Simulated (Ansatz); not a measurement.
`N#[C][In]([F])[F]` + `N=C=O` → `O=C=[N][In]([F])[F]` + `C#N` at 400 K and 1 bar (ligand exchange at the In–C bond).

Computed with Ansatz on PBE0-D4/def2-TZVP structures; ΔE is electronic, products minus reactants. CCSD(T)/CBS adds triple-zeta CCSD(T) − MP2 to the extrapolated MP2 energy (def2 sets, frozen cores). This one scheme is used for every species. def2 core potentials past Kr. For In outer-core shells are correlated without core-valence functions, which leaves a few kJ/mol of doubt a bond. Each species was taken in one conformer, which may not be the lowest.

```
              species  CCSD(T)/CBS energy (Eh)  H − E (kJ/mol)  S (J/(mol·K))
  `N#[C][In]([F])[F]`               -482.18779            57.7          371.3
              `N=C=O`               -168.51995            72.4          252.4
`O=C=[N][In]([F])[F]`               -557.39754            75.6          410.0
                `C#N`                -93.32098            56.1          211.9
```

H − E and S are ideal-gas, rigid-rotor, harmonic terms from PBE0-D4/def2-TZVP, for one conformer and one mirror image of each species. 1 Eh = 2625.50 kJ/mol, R = 8.31446 J/(mol·K).

**Question.** By hand: ΔE, ΔH, ΔS and ΔG.

**Answer.** ΔE = (-557.39754) + (-93.32098) − (-482.18779) − (-168.51995) = -0.01078 Eh = -28.3 kJ/mol. Δ(H − E) = 75.6 + 56.1 − 57.7 − 72.4 = 1.6, so ΔH = -26.7 kJ/mol. ΔS = 410.0 + 211.9 − 371.3 − 252.4 = -1.8 J/(mol·K). ΔG = -26.7 − 400 × (-1.8)/1000 = -26.0 kJ/mol.

**Question.** By hand: the equilibrium constant, and the temperature at which ΔG would vanish if ΔH and ΔS stayed fixed.

**Answer.** log₁₀ K = −ΔG/(RT ln 10) = 3.4. ΔG = 0 at ΔH/ΔS = 14833 K, far beyond where these terms or the molecules hold.

The number of gas molecules stays the same, so ΔS is small and ΔH decides. A doubt of 5 kJ/mol in ΔE shifts log₁₀ K by 0.7 here. Other conformers and mirror images would add mixing entropy, several J/(mol·K) or more a flexible species. Modes under 60 cm⁻¹, often nearly free rotors, make the harmonic entropy too high. These are equilibria of isolated gas molecules and say nothing of rates. Largest T1 diagnostic: 0.018 (customary marks: 0.02 for closed shells, 0.045 for open ones).
